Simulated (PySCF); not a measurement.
**Al25H16N25: Orbital levels and atomic charges**

System: Al25H16N25.

Cartesian coordinates (Å):
```
  1 Al    2.809   -0.293   -4.592
  2 N     3.070    1.319   -5.385
  3 Al    1.880    2.025   -4.193
  4 N     0.109    2.722   -4.051
  5 N    -0.438    0.838   -1.810
  6 Al   -0.534    0.958   -3.760
  7 N    -2.117    0.039   -4.023
  8 N    -2.259   -1.978   -2.050
  9 Al   -2.190   -1.896   -3.958
 10 N    -0.601   -2.959   -4.096
 11 N     1.029   -1.956   -2.059
 12 Al    0.874   -1.841   -3.903
 13 N     0.968   -0.024   -4.187
 14 Al    1.411    0.165   -2.130
 15 N     2.235    1.889   -2.410
 16 Al    2.431    2.132   -0.514
 17 N     1.063    3.433   -0.531
 18 Al    0.454    2.670   -2.057
 19 N    -1.455    2.626    0.953
 20 Al   -1.668    1.967   -0.711
 21 N    -3.130    0.821   -0.875
 22 Al   -2.111   -0.155   -2.015
 23 N    -3.419   -2.024    0.916
 24 Al   -2.462   -2.784   -0.372
 25 N    -1.054   -3.986   -0.606
 26 Al   -0.559   -2.926   -2.059
 27 N     1.669   -2.856    0.960
 28 Al    1.839   -1.765   -0.432
 29 N     2.266   -0.008   -0.486
 30 Al    2.323    0.359    1.308
 31 N     3.178    2.001    1.195
 32 Al    2.278    2.669    2.565
 33 N     0.748    3.655    2.702
 34 Al    0.150    3.464    0.998
 35 N    -0.711    1.257    4.481
 36 Al   -1.035    1.119    1.798
 37 N    -2.524    0.172    2.268
 38 Al   -3.231   -0.202    0.572
 39 N    -2.214   -1.589    4.388
 40 Al   -2.324   -1.766    2.411
 41 N    -0.721   -2.713    2.330
 42 Al   -0.045   -3.485    0.776
 43 N     0.999   -1.432    4.213
 44 Al    0.985   -1.694    2.254
 45 N     0.520    0.155    1.896
 46 Al    0.847    0.387    3.749
 47 N     2.090    1.702    4.207
 48 Al    0.365    2.896    4.328
 49 Al   -2.342    0.315    4.128
 50 Al   -0.569   -2.533    4.233
 51 H     3.601   -0.763   -3.309
 52 H     3.751    1.776   -5.977
 53 H    -0.372    3.477   -4.533
 54 H    -1.542    3.205   -1.850
 55 H    -2.865    0.420   -4.602
 56 H    -3.321   -2.440   -4.839
 57 H    -0.652   -3.705   -4.788
 58 H     2.224   -2.115   -4.956
 59 H    -0.765    1.286    5.510
 60 H    -2.828   -1.911    5.135
 61 H     1.723   -1.722    4.871
 62 H     2.955   -0.744    2.362
 63 H     2.857    1.522    4.853
 64 H     0.238    3.669    5.642
 65 H    -3.464    0.918    4.991
 66 H    -0.414   -3.765    5.131
```

Method: PBE0/6-31G*, gas phase, PySCF, fitting set def2-universal-JFIT up to Ne and JKFIT beyond, grid level 1.

The bonding changed from the starting structure during the optimisation; the coordinates given are those used.

(1) Give the orbital energies near the gap.

(2) Give the partial charges of the non-hydrogen atoms.

Answers

(1) 
| orbital | eV |
| --- | --- |
| HOMO-4 | -7.05 |
| HOMO-3 | -6.94 |
| HOMO-2 | -6.78 |
| HOMO-1 | -6.63 |
| HOMO | -6.47 |
| LUMO | -1.75 |
| LUMO+1 | -1.42 |
| LUMO+2 | -1.07 |
| LUMO+3 | -0.81 |

(2) 
| atom | Mulliken | IAO | Hirshfeld |
| --- | --- | --- | --- |
| Al1 | 0.49 | 0.87 | 0.42 |
| N2 | -0.83 | -0.94 | -0.44 |
| Al3 | 0.73 | 1.08 | 0.47 |
| N4 | -0.95 | -0.89 | -0.34 |
| N5 | -0.97 | -1.09 | -0.37 |
| Al6 | 0.86 | 1.06 | 0.43 |
| N7 | -1.00 | -0.92 | -0.35 |
| N8 | -0.87 | -1.08 | -0.43 |
| Al9 | 0.65 | 0.92 | 0.40 |
| N10 | -0.99 | -0.92 | -0.35 |
| N11 | -0.85 | -1.07 | -0.43 |
| Al12 | 0.75 | 0.97 | 0.41 |
| N13 | -0.90 | -1.11 | -0.41 |
| Al14 | 1.51 | 0.97 | 0.35 |
| N15 | -0.78 | -1.06 | -0.44 |
| Al16 | 0.60 | 1.07 | 0.48 |
| N17 | -0.72 | -1.03 | -0.48 |
| Al18 | 0.68 | 0.95 | 0.37 |
| N19 | -0.68 | -1.02 | -0.47 |
| Al20 | 0.85 | 0.88 | 0.35 |
| N21 | -0.69 | -1.00 | -0.47 |
| Al22 | 0.78 | 0.99 | 0.39 |
| N23 | -0.71 | -0.99 | -0.48 |
| Al24 | 0.63 | 1.04 | 0.50 |
| N25 | -0.70 | -0.99 | -0.47 |
| Al26 | 0.93 | 1.03 | 0.43 |
| N27 | -0.66 | -1.00 | -0.47 |
| Al28 | 0.52 | 1.06 | 0.48 |
| N29 | -0.79 | -1.08 | -0.44 |
| Al30 | 0.80 | 0.82 | 0.31 |
| N31 | -0.68 | -1.00 | -0.48 |
| Al32 | 0.68 | 1.01 | 0.47 |
| N33 | -0.73 | -1.03 | -0.47 |
| Al34 | 0.81 | 1.04 | 0.47 |
| N35 | -1.06 | -0.95 | -0.33 |
| Al36 | 0.69 | 0.98 | 0.43 |
| N37 | -0.86 | -1.07 | -0.43 |
| Al38 | 0.66 | 1.05 | 0.51 |
| N39 | -1.01 | -0.94 | -0.36 |
| Al40 | 0.97 | 1.04 | 0.44 |
| N41 | -0.90 | -1.08 | -0.44 |
| Al42 | 0.66 | 1.03 | 0.49 |
| N43 | -0.98 | -0.92 | -0.35 |
| Al44 | 0.86 | 0.97 | 0.38 |
| N45 | -0.90 | -1.06 | -0.39 |
| Al46 | 0.94 | 1.01 | 0.39 |
| N47 | -0.98 | -0.92 | -0.35 |
| Al48 | 0.62 | 0.90 | 0.40 |
| Al49 | 0.63 | 0.90 | 0.39 |
| Al50 | 0.66 | 0.91 | 0.38 |
